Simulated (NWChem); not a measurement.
Molecule: CH$_{4}$BF$_{2}$N; SMILES NB(F)CF

```xyz
9

N      1.3683     0.6296    -0.0004
B     -0.0194     0.5721    -0.0004
F     -0.7538     1.6954     0.0006
C     -0.7703    -0.8206    -0.0018
F      0.1314    -1.8707     0.0010
H      1.9126    -0.2230    -0.0008
H      1.8991     1.4899     0.0005
H     -1.4251    -0.9117    -0.8884
H     -1.4303    -0.9112     0.8809
```
Atoms are numbered in this order, from 1.

Structure relaxed at the PBE0/def2-SVP level.

**Question.** Give the principal values of the shielding tensors (ppm) of N1, B2, F3, C4, F5 from KT2/pcSseg-1, GIAO (NWChem), with their diamagnetic and paramagnetic parts as GIAO splits them.

**Answer.** 
| atom | σ11 | σ22 | σ33 | isotropic | diamagnetic | paramagnetic |
|---|---|---|---|---|---|---|
| N1 | 107.1 | 216.1 | 232.7 | 185.3 | 319.6 | -134.3 |
| B2 | 40.8 | 81.2 | 91.2 | 71.1 | 194.7 | -123.6 |
| F3 | 158.4 | 272.9 | 442.3 | 291.2 | 473.3 | -182.1 |
| C4 | 69.8 | 78.8 | 178.2 | 109.0 | 249.3 | -140.3 |
| F5 | 438.3 | 469.3 | 482.0 | 463.2 | 475.9 | -12.6 |
